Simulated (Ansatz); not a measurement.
Consider the cleavage of the Sn–Si bond: `[SiH3][Sn]([Cl])([Cl])[Cl]` + `O[Si](O)(O)O` → `O[Si](O)(O)[O][Sn]([Cl])([Cl])[Cl]` + SiH₄.

Isolated molecules relaxed with PBE0-D4/def2-TZVP in Ansatz; ΔE leaves out vibrations. CBS: MP2 limit from def2 TZ/QZ plus the TZ coupled-cluster correction, frozen cores. This one scheme is used for every species. Functionals use def2-TZVPP. Elements past krypton have def2 core potentials. For Sn outer-core shells are correlated without core-valence functions, which leaves a few kJ/mol of doubt a bond. Each species was taken in one conformer, which may not be the lowest.

```csv
level,ΔE (kcal/mol)
BLYP,5.0
PBE0,6.3
```

Task: What does CCSD(T)/CBS give? (An estimate is asked.)

Result: The calculation gave: +0.7 kcal/mol. The listed levels differ from it by 4.3, 5.6 kcal/mol.

Largest T1 diagnostic among the species: 0.012.

From BLYP to BHLYP (50 % exact exchange), in def2-TZVPP and without D4, ΔE moves by −2.3 kcal/mol. Leaving LDA and LC-ωPBE aside and taking each functional with its dispersion term where it has one, the values, not all of them listed here, spread over 5.9 kcal/mol, from B97M-V to PBE-D4. The D4 term adds −2.2 kcal/mol with B3LYP and −1.4 kcal/mol with PBE0; it sums over pairs of atoms, weighted by their polarisabilities, and B3LYP, whose exchange is more repulsive, gets the larger term.

B3LYP here is the variant with VWN-RPA as its local correlation; programs differ in this.
